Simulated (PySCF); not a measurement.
**Mayer bond orders and bond lengths**

Compound: C7H7FO2.
Atom-mapped SMILES: `[CH3:1][c:2]1[cH:3][c:4]([C:5](=[O:6])[F:7])[o:8][c:9]1[CH3:10]` (hydrogens: H11, H12, H13 on C1; H14 on C3; H15, H16, H17 on C10)

Cartesian coordinates in Å at the GFN2-xTB level; atoms count from 1:
```
atom  x, y, z in Å
C1    -1.676   -1.480   -0.099
C2    -0.459   -0.623   -0.043
C3     0.879   -1.058   -0.050
C4     1.663    0.076    0.023
C5     3.092    0.238    0.045
O6     3.762    1.213    0.103
F7     3.702   -0.996   -0.016
O8     0.869    1.173    0.077
C9    -0.402    0.755    0.039
C10   -1.480    1.774    0.080
H11   -1.422   -2.461   -0.492
H12   -2.096   -1.611    0.898
H13   -2.435   -1.032   -0.734
H14    1.234   -2.068   -0.104
H15   -1.495    2.343   -0.849
H16   -1.299    2.473    0.893
H17   -2.444    1.295    0.220
```

Bond orders from the PBE0/pcSseg-1 density (PySCF). The structure is a single GFN2-xTB conformer in the gas phase; no vibrational or solvent corrections. GFN2-xTB frequencies show an imaginary mode (69i cm⁻¹), so this geometry is no minimum at that level.

(1) How far do the computed orders between heavy atoms stray from the drawn ones?

(2) Give the Mayer order of every bond, beside its length.

## Answers

(1) The largest departure is 0.458, at C4–O8 (drawn aromatic, 1.042), counting aromatic bonds as 1.5. The bonds drawn aromatic range from 1.04 to 1.48.

(2) 
| bond | drawn as | length (Å) | Mayer order |
| --- | --- | --- | --- |
| C1–C2 | single | 1.489 | 1.070 |
| C2–C3 | aromatic | 1.407 | 1.315 |
| C3–C4 | aromatic | 1.381 | 1.409 |
| C4–C5 | single | 1.438 | 1.062 |
| C5–O6 | double | 1.185 | 2.029 |
| C5–F7 | single | 1.378 | 0.944 |
| C4–O8 | aromatic | 1.356 | 1.042 |
| O8–C9 | aromatic | 1.338 | 1.092 |
| C9–C10 | single | 1.484 | 1.115 |
| C9–C2 | aromatic | 1.381 | 1.481 |
| C1–H11 | single | 1.086 | 0.946 |
| C1–H12 | single | 1.090 | 0.944 |
| C1–H13 | single | 1.087 | 0.946 |
| C3–H14 | single | 1.071 | 1.021 |
| C10–H15 | single | 1.090 | 0.930 |
| C10–H16 | single | 1.088 | 0.930 |
| C10–H17 | single | 1.085 | 0.947 |

Bonds between the same two heavy elements. C–C: lowest C4–C5 (1.062, 1.438 Å), highest C9–C2 (1.481, 1.381 Å); in 1 of the 15 pairs the longer bond (by over 0.003 Å) has the higher order (by 0.02 or more). C–O: lowest C4–O8 (1.042, 1.356 Å), highest C5–O6 (2.029, 1.185 Å).

Problem. Sum the orders of all bonds at each heavy atom with more than one neighbour and set the sums beside the valence in the SMILES.

Solution. C1 3.906 (drawn 4), C2 3.866 (drawn 4), C3 3.745 (drawn 4), C4 3.513 (drawn 4), C5 4.035 (drawn 4), O8 2.134 (drawn 2), C9 3.688 (drawn 4), C10 3.922 (drawn 4). Orders between atoms that aren't bonded are not in these sums.

Mayer orders depend on the basis set.

The run behind these numbers computed NMR shieldings as well. Rough CPU time on one thread of a shared machine: about 1.7 min.
